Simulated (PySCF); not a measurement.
C4H4F2, SMILES C#CCC(F)F.

Geometry optimised at B3LYP-D3(BJ)/def2-SVP. One conformer was computed; it need not be the lowest.

Calculation: TDA-B3LYP/def2-SVPD (PySCF).

Vertical excitations. Gas-phase values at a fixed geometry.

Computed lowest excited states:
```tsv
state	energy (eV)	λ (nm)	f	main pairs
S1	6.52	190	0.000	HOMO→LUMO 66 %, HOMO→LUMO+2 18 %
S2	6.75	184	0.003	HOMO→LUMO+1 43 %, HOMO−1→LUMO 42 %, HOMO−1→LUMO+2 10 %
S3	6.82	182	0.001	HOMO−1→LUMO+1 82 %
S4	7.48	166	0.021	HOMO→LUMO+2 67 %, HOMO→LUMO 23 %
S5	7.54	164	0.044	HOMO−1→LUMO+2 61 %, HOMO−1→LUMO 30 %
S6	8.20	151	0.014	HOMO→LUMO+3 82 %
S7	8.25	150	0.004	HOMO−1→LUMO+3 88 %
S8	8.29	150	0.008	HOMO→LUMO+4 83 %
S9	8.35	149	0.030	HOMO−1→LUMO+4 84 %
S10	8.73	142	0.023	HOMO→LUMO+5 90 %
T1	5.35	232	0	HOMO→LUMO+1 35 %, HOMO−1→LUMO 34 %, HOMO−1→LUMO+2 15 %
T2	5.83	213	0	HOMO→LUMO 43 %, HOMO−1→LUMO+1 31 %, HOMO→LUMO+2 18 %
T3	5.85	212	0	HOMO→LUMO+1 51 %, HOMO−1→LUMO 28 %, HOMO−1→LUMO+2 13 %
T4	6.60	188	0	HOMO−1→LUMO+1 57 %, HOMO→LUMO 26 %
```
Triplets are in the Tamm–Dancoff approximation.
